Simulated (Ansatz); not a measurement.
The cluster Zr₃⁻, 3 atoms. Hardware: 4 threads of Arm Neoverse V1 on a shared host.

In the def2 sets Zr takes a core potential; there is no spin–orbit coupling. Correlated methods freeze no core orbitals; core or outer-core shells of Zr are correlated, in sets that lack core-valence functions.

Q: How many basis functions does each of these Ansatz runs have, and roughly what does it cost? PBE with 35 % exact exchange/def2-TZVPD, charge -1 doublet, energy, from earlier orbitals; B2PLYP/def2-TZVPD, charge -1 quartet, energy, from earlier orbitals; r2SCAN-D4/def2-TZVPD, charge 0 triplet at the geometry of the charge -1 doublet, energy, from earlier orbitals; PBE with 50 % exact exchange/def2-TZVPD, charge -1 doublet, energy, from earlier orbitals; PBE-D4/def2-TZVPD, charge -1 doublet, energy, from earlier orbitals; PBE0-D4/def2-SVPD, charge -1 doublet, energy, from earlier orbitals; CCSD(T)/def2-TZVPD, charge -1 quartet, energy, from earlier orbitals; LC-ωPBE/def2-TZVPD, charge -1 quartet, energy, from earlier orbitals; PBE-D4/def2-TZVPD, charge 0 triplet at the geometry of the charge -1 doublet, energy, from earlier orbitals; r2SCAN-D4/def2-TZVPD, charge -1 quartet, energy, from earlier orbitals; PBE-QIDH/def2-TZVPD, charge -1 doublet, energy, from earlier orbitals; PBE with 15 % exact exchange/def2-TZVPD, charge -1 doublet, energy, from earlier orbitals.

A: Other jobs shared the machine, so times can vary by a factor of up to 3. A dash marks memory too small to be measured apart from the calling script's.

```tsv
run	functions	fitting or Cholesky vectors	wall time	peak host memory (GiB)
B2PLYP/def2-TZVPD, charge -1 quartet, energy, from earlier orbitals	120	1098	8 s	–
PBE with 15 % exact exchange/def2-TZVPD, charge -1 doublet, energy, from earlier orbitals	120	1056	11 s	–
PBE with 35 % exact exchange/def2-TZVPD, charge -1 doublet, energy, from earlier orbitals	120	1257	14 s	–
PBE with 50 % exact exchange/def2-TZVPD, charge -1 doublet, energy, from earlier orbitals	120	1302	14 s	–
PBE0-D4/def2-SVPD, charge -1 doublet, energy, from earlier orbitals	102	1068	14 s	–
PBE-D4/def2-TZVPD, charge 0 triplet at the geometry of the charge -1 doublet, energy, from earlier orbitals	120	963	17 s	–
PBE-QIDH/def2-TZVPD, charge -1 doublet, energy, from earlier orbitals	120	1098	17 s	–
r2SCAN-D4/def2-TZVPD, charge -1 quartet, energy, from earlier orbitals	120	963	18 s	–
LC-ωPBE/def2-TZVPD, charge -1 quartet, energy, from earlier orbitals	120	963	19 s	–
r2SCAN-D4/def2-TZVPD, charge 0 triplet at the geometry of the charge -1 doublet, energy, from earlier orbitals	120	963	22 s	–
CCSD(T)/def2-TZVPD, charge -1 quartet, energy, from earlier orbitals	120	1098	2.2 min	2.1
PBE-D4/def2-TZVPD, charge -1 doublet, energy, from earlier orbitals	120	963	2.3 min	–
```
